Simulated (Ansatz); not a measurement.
Coupled-cluster run, C$_{2}$H$_{8}$ClPSi, SMILES `C[Si](C)(P)Cl`.

```yaml
crystal:
  periodic: [false, false, false]
  atoms:
    - {symbol: C, position_ang: [-1.696077, 0.206322, -0.594153]}
    - {symbol: Si, position_ang: [0.095862, 0.452539, -0.153800]}
    - {symbol: C, position_ang: [1.117303, -1.056553, -0.537574]}
    - {symbol: P, position_ang: [0.245454, 1.157007, 1.982192]}
    - {symbol: Cl, position_ang: [0.836389, 2.013184, -1.302435]}
    - {symbol: H, position_ang: [-1.796486, -0.061874, -1.648747]}
    - {symbol: H, position_ang: [-2.269772, 1.117490, -0.414615]}
    - {symbol: H, position_ang: [-2.129962, -0.597884, 0.006816]}
    - {symbol: H, position_ang: [1.033407, -1.314442, -1.596576]}
    - {symbol: H, position_ang: [2.170188, -0.882890, -0.308137]}
    - {symbol: H, position_ang: [0.772084, -1.908193, 0.054734]}
    - {symbol: H, position_ang: [-0.012883, -0.143912, 2.499778]}
    - {symbol: H, position_ang: [1.654993, 0.984506, 2.027318]}
basis:
  gaussian: {orbitals: def2-TZVPP}
correlation: {method: ccsd_t}
output: {orbitals: {seedname: orbitals}}
```

```sh
$ ansatz run in.yaml --threads 4 --pin off --events-out ev --progress --plain --max-ram 10444MiB
```

Output of Ansatz, abridged:

```
Functional definition: HF
1711 factors; integrals over basis functions are off by at most 1.1e-3 eV
mean field evaluation 1: about -31825.7420 eV, gradient 3.5e1 eV
mean field evaluation 2: about -31826.0716 eV, gradient 3.5e1 eV
mean field evaluation 4: about -31829.5918 eV, gradient 3.3e0 eV
mean field evaluation 8: about -31829.6568 eV, gradient 2.5e-1 eV
mean field -31829.65711710 eV, -1169.7183241371 hartree, gradient 5.1e-6 eV, S^2 0.000000; 0 other end points of the search recorded, 0 dependent functions left out
17 core orbitals not correlated: weight in the atoms' cores, before any rotation towards them, 1.000 or more for the frozen orbitals, at most 0.000 for the correlated occupied ones
reference -31829.65711710 eV, -1169.7183241371 hartree; 16, 16 occupied and 267, 267 virtual orbitals, 1711 factors
second order -22.49805004 eV of doubles, -0.00000000 eV of singles
cycle   1  -23.77761941 eV  change    -1.3e0 eV  update   9.9e-2
cycle   2  -24.35693703 eV  change   -5.8e-1 eV  update   2.9e-2
cycle   3  -24.43728220 eV  change   -8.0e-2 eV  update   1.2e-2
cycle   4  -24.43103691 eV  change    6.2e-3 eV  update   3.0e-3
cycle   5  -24.42962163 eV  change    1.4e-3 eV  update   1.1e-3
cycle   6  -24.42941120 eV  change    2.1e-4 eV  update   3.3e-4
cycle   7  -24.42933746 eV  change    7.4e-5 eV  update   1.1e-4
cycle   8  -24.42935939 eV  change   -2.2e-5 eV  update   3.8e-5
perturbative correction -1.02116201 eV, -0.0375270117 hartree
Total energy: -31855.10763851 eV, -1170.6536135478 hartree
```

It took 2.7 min on 4 threads of an Intel Xeon 6975P-C on a shared host, with 3.7 GiB of host memory at the peak.

The correlation energy is -25.451 eV, 4.0 % of it from (T); the T1 diagnostic reads 0.0107.
